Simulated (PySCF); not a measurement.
Computed IR spectrum (relative IR intensity) of a molecule C2H7FSi2. Coordinates come from a PBE-D3(BJ)/def2-SVP optimisation. Other conformers were not sampled. Calculation: PBE-D3(BJ)/def2-SVP in PySCF. Frequencies are harmonic and unscaled.

Lines under 2 % of the strongest are left out, and lines within 2 cm⁻¹ are merged.

```
ν (cm⁻¹)  relative intensity
--------  ------------------
452                      7.0
587                      8.6
652                       28
680                       30
715                       19
725                       35
819                      6.6
870                       43
909                       51
917                      100
923                       19
936                       43
2164                      63
2174                      61
2176                      33
2181                      59
3019                     3.0
3044                     4.4
```

Task: Which molecule gave these data?
A) FC1[SiH2]C[SiH2]1
B) C=C([SiH3])[SiH2]F
C) C=C(F)[SiH2][SiH3]
D) F[SiH2]/C=C\[SiH3]

Result: D, F[SiH2]/C=C\[SiH3]
